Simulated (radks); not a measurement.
Hg55+, 25 electrons, occupied as [Ar] 3d7. Method: scalar-relativistic Kohn-Sham, PBE, spin-polarised, spherical densities, finite nucleus; open shells are filled with parallel spins first (spin-orbit coupling, left out, can overturn this in heavy ions); Fermi nuclear charge, rms radius 5.4648 fm; computed with a radial shooting solver on a logarithmic mesh with Libxc functionals.

Normalised radial functions P(r) = r R(r), r in bohr:

```
   r/bohr * 3p down (the largest magnitude, 2.51, reaches the edge; | marks zero)
0.0007777                             *
  0.00108                             *
 0.001487                             *
 0.002064                             *
 0.002842                             |*
 0.003946                             |*
 0.005434                             | *
 0.007543                             |   *
  0.01047                             |     *
  0.01442                             |        *
  0.02002                             |           *
  0.02757                             |               *
  0.03827                             |                *
   0.0527                             |            *
  0.07316                             | *
   0.1016              *              |
   0.1399  *                          |
   0.1942   *                         |
   0.2674              *              |
   0.3712                         *   |
   0.5111                            *|
```

3p down: eigenvalue -6020.1 eV, 1 radial node at r = 0.0762 bohr, <r> = 0.175 bohr, 90 % of the charge inside 0.260 bohr.
